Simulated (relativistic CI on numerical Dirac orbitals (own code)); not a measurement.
## Mn6+ in a cubic cluster: 1s photoemission with charge transfer

Computed with a charge-transfer multiplet model of a cubic metal-ligand cluster with up to 2 ligand holes, Slater and spin-orbit integrals from Dirac-Coulomb-Breit ions, Slater integrals scaled by 0.7. The ground state mixes d1 with configurations of k ligand holes L, whose averages lie at kΔ + k(k − 1)U_dd/2; a core hole lowers each added d electron by U_cd. 300 K, Lorentzian 1.1 eV and Gaussian 0.6 eV FWHM.

Atomic integrals in eV (Slater integrals scaled, ζ unscaled), ground: F2dd 9.285, F4dd 5.869, zeta_d 0.064; with the core hole: F2dd 9.285, F4dd 5.869, zeta_d 0.090, G2cd 0.068. Where a configuration has fewer than two d electrons, the dd integrals are those of d2.

Cluster parameters (eV): Δ = -1.2, U_dd = 6.4, U_cd = 8, 10Dq(ligand) = 1.5, V(eg) = 1.25, V(t2g) = -0.55, final-state hopping factor = 1.

| Case | n_d | d1 | d2L | d3L2 | S |
| --- | --- | --- | --- | --- | --- |
| 10Dq = 0.05 eV | 2.01 | 0.14 | 0.70 | 0.16 | 0.50 |
| 10Dq = 0.35 eV | 2.00 | 0.15 | 0.70 | 0.15 | 0.50 |
| 10Dq = 0.65 eV | 1.99 | 0.16 | 0.70 | 0.15 | 0.50 |
| 10Dq = 0.95 eV | 1.99 | 0.16 | 0.70 | 0.14 | 0.51 |
| 10Dq = 1.25 eV | 1.99 | 0.15 | 0.71 | 0.14 | 0.51 |

Weights, n_d and S are thermal averages at 300 K. Binding energies count from the first peak over 30 % of the highest in each spectrum, which can be another peak from case to case. The parameters are a model scan and need not match a compound or its usual spin state. Peaks in eV (height, largest 100):
- 10Dq = 0.05 eV: 0.0 (100), 7.1 (42), 17.8 (8)
- 10Dq = 0.35 eV: 0.0 (100), 6.9 (41), 17.5 (8)
- 10Dq = 0.65 eV: 0.0 (100), 6.8 (38), 17.3 (9)
- 10Dq = 0.95 eV: 0.0 (100), 6.7 (35), 17.1 (9)
- 10Dq = 1.25 eV: 0.0 (100), 6.4 (32), 17.0 (8)

Curve for 10Dq = 0.65 eV (points under 2 left out, the grid thinned):

(E (eV), Intensity): (-4.2, 2.5), (-3.8, 3.0), (-3.3, 3.9), (-2.9, 4.9), (-2.5, 6.5), (-2.1, 8.9), (-1.6, 14.8), (-1.2, 24.7), (-0.8, 45.5), (-0.4, 80.0), (0.1, 98.3), (0.5, 73.4), (0.9, 50.7), (1.4, 36.1), (1.8, 30.8), (2.2, 28.0), (2.6, 23.3), (3.1, 17.2), (3.5, 13.4), (3.9, 10.9), (4.3, 9.9), (4.8, 9.9), (5.2, 10.7), (5.6, 13.7), (6.1, 23.9), (6.5, 34.9), (6.9, 38.0), (7.3, 30.9), (7.8, 23.1), (8.2, 19.8), (8.6, 17.5), (9.0, 15.9), (9.5, 13.9), (9.9, 10.9), (10.3, 7.5), (10.8, 4.8), (11.2, 3.6), (11.6, 2.7), (12.0, 2.1), (16.4, 3.3), (16.8, 5.7), (17.2, 8.3), (17.6, 7.5), (18.1, 3.9), (18.5, 2.2)

For the case 10Dq = 0.65 eV, Δ = -1.2 eV is smaller than U_dd = 6.4 eV, the charge-transfer side of the Zaanen-Sawatzky-Allen scheme (negative Δ: between configuration averages a ligand hole costs less than the nominal valence; multiplet and field energies can change this for the lowest states). With the core hole the average of the configuration with one ligand hole lies at Δ − U_cd = -9.2 eV before mixing: it lies below the unscreened one, so the lowest final states are mostly screened and the unscreened weight appears at higher binding energy as a satellite.

With at most 2 ligand holes the space is cut while the next configuration still counts, so covalency is underestimated, and a final configuration with one more ligand hole, which can lie low, is missing from the spectra.
